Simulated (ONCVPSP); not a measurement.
**Ce (Z = 58): one change to an ONCV potential, before and after**

ONCVPSP 4.0.1 input, shortened (lines: element, Z, core and valence counts, functional; n l f; lmax; l rc ep ncon nbas qcut; lloc lpopt rc5 dvloc0; l nproj debl; icmod fcfact rcfact), PBEsol, scalar-relativistic:

```
  Ce 58.00    9    5  -116133      upf
    1    0    2.00
    2    0    2.00
    2    1    6.00
    3    0    2.00
    3    1    6.00
    3    2   10.00
    4    0    2.00
    4    1    6.00
    4    2   10.00
    4    3    1.00
    5    0    2.00
    5    1    6.00
    5    2    1.00
    6    0    1.75
    3
    0    2.50    0.00    4    8    4.20
    1    3.00    0.00    5    9    5.00
    2    3.10    0.00    4    9    5.50
    3    1.20    0.00    4    9   11.50
    4    3    1.00   -1.00
    0    2    3.00
    1    2    2.50
    2    2    3.20
    3    3    3.00
    0    0.00    0.00
```

Change: all radii scaled by about 1.25 (s 3.12, p 3.76, d 3.88, f 1.50 bohr); local potential polynomial inside 1.26 bohr (lpopt 3, dvloc0 -1 Ha). In the p channel the program set the typed energies aside and used -0.904, 0.050 Ha.

Cutoffs: the cutoffs (Ha) at which the residual kinetic energy of the hardest occupied pseudo-wave falls to 1 and 0.1 mHa per electron; they do not see the model core or the augmentation charge, which bear on the density cutoff. Errors are all-electron minus pseudo energies relative to the spin-unpolarised reference configuration.

Q: What does the change do?

A: The potential gets softer (80 Ha and 233 Ha → 55 Ha and 60 Ha); both files keep a bound ghost (s); of the 4 tests that both files solve, the error grows in 1 and shrinks in 1 by more than 15 % and 0.3 meV (median size 3.3 → 2.5 meV). A larger radius leaves more room for a smooth pseudo-wave, so fewer plane waves are needed.

| quantity | base | changed |
| --- | --- | --- |
| cutoff, loose | 80 Ha | 55 Ha |
| cutoff, tight | 233 Ha | 60 Ha |
| loose cutoff by channel | s 6.5 Ha, p 5.1 Ha, d 6.5 Ha, f 80 Ha | s 3.0 Ha, p 5.6 Ha, d 6.0 Ha, f 55 Ha |
| bound ghosts | s | s |
| GHOST(+) flags under 300 eV | p at 36.4 eV, d at 152.3 eV | p at 58.4 eV |
| error for 4f1 5s2 5p6 5d1 6s2, meV [ΔE -1.08 eV] | +0.2 | +0.2 |
| error for 4f1 5s2 5p6 5d1 6s1, meV [ΔE 5.02 eV] | -1.3 | -1.5 |
| error for 4f1 5s2 5p6 5d1 6s0, meV [ΔE 16.06 eV] | -5.4 | -7.0 |
| error for 4f1 5s2 5p6 5d1 6s0 6p1, meV [ΔE 8.09 eV] | +7.6 | -3.4 |

 A true bound ghost makes a file unfit for plane-wave use even where its test errors are small: the radial tests pick states by their node count and pass the ghost by.
